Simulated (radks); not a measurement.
Results of a calculation; reference values are marked as such.
Be3+, 1 electrons, occupied as 2s1 (not the ground configuration).

Code: a radial shooting solver on a logarithmic mesh with Libxc functionals. Model: Dirac Kohn-Sham, exchange-only LDA, spin-unpolarised, spherical densities, point nucleus.

Energy parts (eV):
part                energy
total              -52.188
kinetic             52.216
electron-nucleus  -106.646
Hartree              8.076
exchange            -5.835

Orbitals (lengths in bohr, moments of r in powers of bohr; <r^-3> diverges for s and p1/2):
orbital,occ.,eigenvalue (eV),<r^4>,<r^-3>
1s1/2,0,-208.0383,0.08493,-
2s1/2,1,-46.0578,11.95,-
2p1/2,0,-44.6578,7.704,-
2p3/2,0,-44.6474,7.711,2.403
3d3/2,0,-16.8810,136.9,0.1342
3d5/2,0,-16.8800,136.9,0.1342

The highest occupied level is 2s1/2 at -46.058 eV. The configuration is held as typed, so some empty levels lie below it. The density falls to 0.001 e/bohr^3 at r = 2.73 bohr.
